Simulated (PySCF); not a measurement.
Compound: Ge2H8Si.
SMILES: `[SiH3][GeH2][GeH3]`

Level of theory: PBE0-D3(BJ)/def2-SVP geometry optimisation, gas phase (PySCF 2.14.0).

Take the most abundant isotopes and a rigid rotor. 

Q: What are A, B and C (GHz)?

A: Ia = 95.14, Ib = 409.40, Ic = 486.00 u·Å²; 505379 MHz·u·Å²/I gives 5312, 1234 and 1040 MHz, that is A = 5.3121, B = 1.2344, C = 1.0399 GHz.

Q: What kind of rotor is it?

A: A near-prolate asymmetric top. Ray's parameter κ = (2B − A − C)/(A − C) = -0.909; −1 is the prolate and +1 the oblate limit.

Q: Is it planar, by Δ = Ic − Ia − Ib?

A: Not planar: Δ = Ic − Ia − Ib = -18.54 u·Å². For a rigid frame Δ = −2 Σ m c², so Σ m c² = 9.27 u·Å² lies off the ab plane, practically all of it from hydrogen. The atom farthest from that plane is 1.26 Å away.

Q: Give the other two planar moments, Paa and Pbb, and the rms extents of the mass along the axes.

A: Paa = Σ m a² = (Ib + Ic − Ia)/2 = 400.13 and Pbb = Σ m b² = (Ia + Ic − Ib)/2 = 85.87 u·Å². With the mass M = 183.88 u, the rms extents √(P/M) along a, b and c are 1.48, 0.68, 0.22 Å.

Q: Give the coordinates in the principal-axis frame, origin at the centre of mass.

A: The sense of each axis is arbitrary; atoms in the order of the calculation.
```json
{"atom": "Si1", "mass (u)": "27.977", "a (Å)": "2.323", "b (Å)": "-0.978", "c (Å)": "0.000"}
{"atom": "Ge2", "mass (u)": "73.921", "a (Å)": "0.639", "b (Å)": "0.706", "c (Å)": "0.000"}
{"atom": "Ge3", "mass (u)": "73.921", "a (Å)": "-1.566", "b (Å)": "-0.302", "c (Å)": "0.000"}
{"atom": "H4", "mass (u)": "1.008", "a (Å)": "3.690", "b (Å)": "-0.374", "c (Å)": "0.013"}
{"atom": "H5", "mass (u)": "1.008", "a (Å)": "2.165", "b (Å)": "-1.845", "c (Å)": "1.208"}
{"atom": "H6", "mass (u)": "1.008", "a (Å)": "2.182", "b (Å)": "-1.828", "c (Å)": "-1.222"}
{"atom": "H7", "mass (u)": "1.008", "a (Å)": "0.797", "b (Å)": "1.606", "c (Å)": "-1.243"}
{"atom": "H8", "mass (u)": "1.008", "a (Å)": "0.793", "b (Å)": "1.591", "c (Å)": "1.254"}
{"atom": "H9", "mass (u)": "1.008", "a (Å)": "-1.733", "b (Å)": "-1.196", "c (Å)": "1.244"}
{"atom": "H10", "mass (u)": "1.008", "a (Å)": "-1.745", "b (Å)": "-1.175", "c (Å)": "-1.257"}
{"atom": "H11", "mass (u)": "1.008", "a (Å)": "-2.666", "b (Å)": "0.775", "c (Å)": "0.013"}
```

The dipole components are |μa| = 0.00 D, |μb| = 0.06 D, |μc| = 0.00 D.

Q: Estimate the classical rotational partition function at 200 K, 298.15 K and 500 K.

A: Point group Cs, symmetry number σ = 1; q = (√π/σ)·√((kT/h)³/(ABC)), k/h = 20836.6 MHz/K: 183000 at 200 K, 332000 at 298.15 K, 722000 at 500 K.

Stationary, but not proved a minimum. Zero-point vibration and centrifugal distortion are left out. A rigid rotor knows nothing of internal rotation, which can split or shift real lines.
